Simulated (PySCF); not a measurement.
From one molecule to another.

First species: BH6PSSi.
InChI=1S/BH6PSSi/c2-1-3-4/h1H,2H2,4H3

Second species: C5H8F3OP.
InChI=1S/C5H8F3OP/c1-3-4-10(2,9)5(6,7)8/h3H,1,4H2,2H3/t10-/m0/s1

Levels: PBE0/def2-SVPD for dipole moment, HOMO energy, LUMO energy, HOMO–LUMO gap, static isotropic polarisability and electronic spatial extent ⟨r²⟩ about the centre of nuclear charge; TDDFT PBE0/def2-SVPD for lowest singlet excitation; TDA PBE0/def2-SVPD for lowest triplet excitation (Tamm–Dancoff); ΔSCF PBE0/def2-SVPD for vertical ionisation energy; PBE0-D3(BJ)/def2-SVP for rotational constant A and rotational constant C. Geometries: PBE0-D3(BJ)/def2-SVP. All species are isolated and taken at one optimised geometry, non-relativistic unless stated; the electronic structure was computed with PySCF and density fitting.

The conformers computed, where there is a choice (atom-mapped SMILES and torsion angles):
- `[SiH3:1][S:2][BH:3][PH2:4]`: Si1–S2–B3–P4 -6°, H–P4–B3–S2 44°, H–P4–B3–S2 144°
- `[CH2:1]=[CH:2][CH2:3][P@:4]([CH3:5])(=[O:6])[C:7]([F:8])([F:9])[F:10]`: C1–C2–C3–P4 -115°, C2–C3–P4–C5 72°, C3–P4–C7–F8 62°

```
                                                         property    column X   column Y
                                                    dipole moment      4.27 D     1.24 D
                                                      HOMO energy    -7.82 eV   -7.41 eV
                                                      LUMO energy    -0.58 eV   -1.55 eV
                                                    HOMO–LUMO gap     7.24 eV    5.86 eV
                                        lowest singlet excitation     6.39 eV    4.83 eV
                         lowest triplet excitation (Tamm–Dancoff)     4.22 eV    3.86 eV
                                  static isotropic polarisability     89.8 au    92.2 au
                                       vertical ionisation energy     9.62 eV    9.31 eV
electronic spatial extent ⟨r²⟩ about the centre of nuclear charge  1737 bohr²  798 bohr²
                                            rotational constant A   1.886 GHz  4.943 GHz
                                            rotational constant C   0.709 GHz  1.462 GHz
```

Problem. Which column belongs to which species?

Solution. Column X is the second species and column Y the first. The first has 10 atoms and 56 electrons, the second 18 and 88.

Problem. How does each property change from the first species to the second?

Solution. dipole moment +3.03 D; HOMO energy -0.41 eV; LUMO energy +0.97 eV; HOMO–LUMO gap +1.38 eV; lowest singlet excitation +1.56 eV; lowest triplet excitation (Tamm–Dancoff) +0.36 eV; static isotropic polarisability -2.4 au; vertical ionisation energy +0.31 eV; electronic spatial extent ⟨r²⟩ about the centre of nuclear charge +939 bohr²; rotational constant A -3.057 GHz; rotational constant C -0.753 GHz.

On the first: The principal polarisabilities are 70.7, 93.0 and 113.0 au; their mean is the isotropic value. The polarisability is 13.67 Å³ as a volume (1 au = 0.148185 Å³), or 1.65 au for each of the 56 electrons.

On the second: In wavenumbers S1 is 51500 cm⁻¹ (1 eV = 8065.54 cm⁻¹). The ΔSCF ionisation energy exceeds −ε(HOMO) by 1.80 eV with PBE0.
